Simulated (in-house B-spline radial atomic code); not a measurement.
RPA and G0W0 on r2SCAN0: Sr8+

Configuration [Ar] 3d10 4s2, mean-field start r2SCAN0. Computed with an all-electron radial atomic-structure program (B-spline basis): all electrons, non-relativistic, point nucleus, each spin shell either full or empty, empty states to l = 9 with an (l + 1/2)⁻⁴ tail; G0W0 by contour deformation at full frequency.

Without relativity these are model numbers: it shifts the levels of so heavy an element strongly and can reorder them.

Command:
```bash
python run_gw.py task.json out
```
Settings (radii: box in bohr, nucleus in fm):
```
Z                        38
electrons                30
configuration            [Ar] 3d10 4s2
hamiltonian              nr
method                   r2scan0
lmax                     9
spin_polarised           False
box_radius               7.7
intervals                49
ion_configuration        [Ar] 3d10 4s1
```

Time taken, with all properties: 3 s on 1 thread of Intel(R) Xeon(R) 6975P-C, on a shared host.

Energies (hartree):

| term | value |
| --- | --- |
| mean-field total | -3114.99554 |
| Hartree-Fock functional on these orbitals | -3113.47231 |
| direct second order | -2.4986 |
| second-order exchange | 0.72853 |
| SOSEX correction | 0.67865 |

Problem. What is the RPA correlation energy, and what remains with SOSEX?

Solution. RPA gives -2.2364 hartree (-2.03 eV per electron); RPA + SOSEX gives -1.5578, and the second-order doubles -1.7701 hartree (no singles). SOSEX takes back 30 % of the RPA value.

Quasi-particle levels (eV):

```
level  occupied  mean field  Σx - vxc     Σc  QP weight     G0W0
   4s       yes     -150.00     -3.80      ?          ?        ?
   3d       yes     -265.48    -16.00   3.11      0.967  -278.37
   4p        no     -125.53      6.82  -1.86      0.971  -120.57
```

G0W0 = mean field + (Σx - vxc) + Σc, with Σc (partial-wave tail included) taken at the quasi-particle energy. Only the outer levels were computed. Levels of low weight are left out.

Problem. Where does G0W0 put 4s?

Solution. At -156.45 eV, with Σc = -2.65 eV and a quasi-particle weight of 0.973. The tabulated removal energy is 158.33 ± 0.25 eV (NIST, semi-empirical); the calculation leaves out relativity, Breit and QED terms, and what these don't explain is the method's own error.

Problem. What does it cost to remove one electron (to [Ar] 3d10 4s1) by differences of total energies, each species on its own start (correlation terms add to the Hartree-Fock functional)?

Solution. r2SCAN0 155.35 eV, Hartree-Fock functional 153.52 eV, + RPA 156.24 eV, + RPA + SOSEX 155.61 eV, + second order 156.40 eV. Tabulated: 158.33 ± 0.25 eV (NIST, semi-empirical); the calculation leaves out relativity, Breit and QED terms, and what these don't explain is the method's own error.
